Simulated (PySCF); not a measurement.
These 3 structures share the formula C4H14N2Si. Level of theory: PBE0-D3(BJ)/def2-SVP geometry optimisation, gas phase (PySCF). One conformer each; no zero-point energy, no entropy. No frequencies were run at this level. Point groups hold within 0.08 Å.

Question: Order them by energy at this level, lowest first, and give relative energies in kcal/mol.
A. `[CH3:1][CH:2]([CH3:3])[N:4]([CH3:5])[NH:6][SiH3:7]` with C1–C2–N4–C5 163°, C2–N4–N6–Si7 126°
B. `[CH3:1][N:2]([CH3:3])[SiH2:4][N:5]([CH3:6])[CH3:7]` with C1–N2–Si4–N5 -51°, N2–Si4–N5–C6 141°
C. `[CH3:1][C:2]([CH3:3])([CH3:4])[NH:5][SiH2:6][NH2:7]` with C2–N5–Si6–N7 -173°, N5–Si6–N7–H 66° and -150°

Answer: C (0.0), B (20.5), A (48.4).

As drawn, the highest has an N–N linkage, which the lowest lacks.

```tsv
SMILES	E (Eh)	E rel (kcal/mol)	dipole (D)	point group	A, B, C (MHz)
CC(C)(C)N[SiH2]N	-559.18310	0.0	0.88	C1	3760, 1134, 1094
CN(C)[SiH2]N(C)C	-559.15046	20.5	0.85	C2	3671, 1250, 1181
CC(C)N(C)N[SiH3]	-559.10601	48.4	1.67	C1	3008, 1411, 1162
```

Q: How do the relative energies change in single points at PBE0/pcSseg-1 (no added dispersion term) on the same geometries?

A: 
```tsv
SMILES	PBE0-D3(BJ)/def2-SVP (kcal/mol)	PBE0/pcSseg-1 (kcal/mol)	shift
CC(C)(C)N[SiH2]N	0.0	0.0	0.0
CN(C)[SiH2]N(C)C	20.5	22.2	+1.7
CC(C)N(C)N[SiH3]	48.4	50.6	+2.2
```

Each column counts from its own lowest isomer. The order is unchanged; the largest shift is 2.2 kcal/mol.
